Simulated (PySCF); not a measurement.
C2H6O4Si (charge -1 and doublet state).
Cartesian coordinates in Å at the GFN2-xTB level; atoms count from 1:
```xyz
13
C2H6O4Si angstrom
C     -2.1135   -0.7447    0.6320
O     -0.7309   -0.7159    0.5167
C     -0.2098    0.2472   -0.4905
O     -1.0589    0.8878   -1.1739
Si     1.5454    0.6767   -0.1291
O      2.2699   -0.6870    0.4971
O      2.2733    1.1388   -1.5565
H     -2.4235   -0.4427    1.6438
H     -2.5391   -0.0451   -0.1015
H     -2.4955   -1.7562    0.4313
H      2.1695    1.7047    0.7467
H      1.6279   -1.3630    0.6973
H      1.6807    1.0999   -2.3030
```

The hyperfine couplings belong to this conformer and change with its torsions.

Identity: `CO[C]([O-])[SiH](O)O` [radical] (charge -1).

Computed, not measured: UKS B3LYP, pcH-1 on C H O Si, non-relativistic, mean-field spin-orbit, GIAO in PySCF. Whether the extra electron is bound in the gas phase wasn't checked; a finite basis holds it in any case. Couplings are sensitive to structure, and on GFN2-xTB geometries they can be far from those on DFT ones, by a factor of two or more for some ions and for spin on atoms past the first row. Stability of the SCF solution: not tested.

The isotropic 13C couplings are +88.3, -1.9 MHz. Assign them to C1; C3.

```
site  a_iso (MHz)  ρ(0) (bohr⁻³)                 position  distance from C3 (Å)  spin population  largest |T| (MHz)
  C1         -1.9        -0.0017          2 bonds from C3                  2.42            -0.01                1.6
  C3        +88.3        +0.0786  largest spin population                  0.00            +0.44               73.3
```

Match the computed a_iso(17O) values -27.2, -16.6, -11.8 MHz (means over equivalent nuclei) with the sites O2; O4; O6/O7.

```
 site  a_iso (MHz)  ρ(0) (bohr⁻³)         position  distance from C3 (Å)  spin population  largest |T| (MHz)
   O2        -16.6        +0.0273   1 bond from C3                  1.49            +0.03               24.7
   O4        -27.2        +0.0449   1 bond from C3                  1.26            +0.26               97.2
O6/O7        -11.8        +0.0194  2 bonds from C3                  2.84             0.00                3.9
```

Match the computed a_iso(1H) values +60.3, +5.0, +0.4 MHz (means over equivalent nuclei) with the sites H8/H9/H10; H11; H12/H13.

```json
{"site": "H8/H9/H10", "a_iso (MHz)": "+5.0", "ρ(0) (bohr⁻³)": "+0.0011", "position": "3 bonds from C3", "distance from C3 (Å)": "2.90", "bound to": "C1", "spin population there": "-0.01", "largest |T| (MHz)": "4.5"}
{"site": "H11", "a_iso (MHz)": "+60.3", "ρ(0) (bohr⁻³)": "+0.0135", "position": "2 bonds from C3, on Si5 of spin population +0.20", "distance from C3 (Å)": "3.05", "bound to": "Si5", "spin population there": "+0.20", "largest |T| (MHz)": "6.6"}
{"site": "H12/H13", "a_iso (MHz)": "+0.4", "ρ(0) (bohr⁻³)": "+0.0001", "position": "3 bonds from C3", "distance from C3 (Å)": "2.74", "bound to": "O6/O7", "spin population there": "0.00", "largest |T| (MHz)": "4.6"}
```

ρ(0) is the spin density at the nucleus and T the dipolar tensor; a_iso includes a spin–orbit part; entries for several nuclei are means. The Mulliken spin populations are largest on C3 (+0.44), O4 (+0.26) and Si5 (+0.20). Three atoms exceed +0.15.

β density exceeds α density at some nuclei, such as C1 (-0.0017), spin density in bohr⁻³. In a single determinant that takes different orbitals for the two spins, that is spin polarisation.

Class means assume fast exchange of nuclei equivalent by connectivity; if that motion is slow, each nucleus keeps its own coupling. The three 1H nuclei of mean +5.0 MHz run from -0.2 to 10.2 MHz in the frozen geometry.

The SMILES `CO[C]([O-])[SiH](O)O` draws the unpaired electron on C3, whose computed spin population is only +0.44.
